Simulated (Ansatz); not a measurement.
Geometry optimisation, Ansatz 0.2.0, RKS PBE0/def2-SVP.

Input:

```yaml
crystal:
  periodic: [false, false, false]
  atoms:
    - { symbol: "N", position_ang: [-0.2019, 1.3773, -0.6283] }
    - { symbol: C, position_ang: [-0.0253, 0.0669, -0.7103] }
    - { symbol: Si, position_ang: [0.1264, -0.9823, 0.8317] }
    - { symbol: S, position_ang: [0.1772, -0.6689, -2.1956] }
    - { symbol: H, position_ang: [-0.3397, 1.9468, -1.5172] }
    - { symbol: H, position_ang: [-0.3349, 1.944, 0.2334] }
    - { symbol: H, position_ang: [1.5252, -1.6238, 0.9451] }
    - { symbol: H, position_ang: [-0.8553, -2.0139, 0.9381] }
    - { symbol: H, position_ang: [0.0169, -0.0925, 2.086] }
basis:
  gaussian: { orbitals: def2-SVP }
hamiltonian:
  xc: pbe0
relax:
  f_tol: 0.02
  max_steps: 50
output:
  orbitals: {}
```

Run as:

```bash
$ ansatz run input.yaml --threads 2 --pin off --max-ram 3072MiB --backend cpu --events-out ev --progress --plain --runs-dir out
```

Where does it end, and by what steps?

The run converged. After 5 steps the energy has fallen by 0.235 eV; S4 moved furthest, 0.09 Å.

```tsv
step	energy less start (eV)	largest force component (eV/Å)	accepted
0	0.0000	2.793	yes
1	-0.1852	1.022	yes
2	-0.2197	0.537	yes
3	-0.2328	0.312	yes
4	-0.2346	0.039	yes
5	-0.2348	0.011	yes
```

```xyz
9
Properties=species:S:1:pos:R:3
N -0.230 1.400 -0.637
C 0.000 0.084 -0.719
Si 0.168 -0.953 0.868
S 0.157 -0.741 -2.138
H -0.317 1.942 -1.492
H -0.321 1.875 0.253
H 1.522 -1.569 0.894
H -0.892 -1.997 0.869
H 0.002 -0.088 2.086
```

The run took 19 s on 2 threads of Intel(R) Xeon(R) Platinum 8259CL CPU @ 2.50GHz (Skylake/Cascade Lake), with other jobs on the host, peak memory 0.2 GiB.
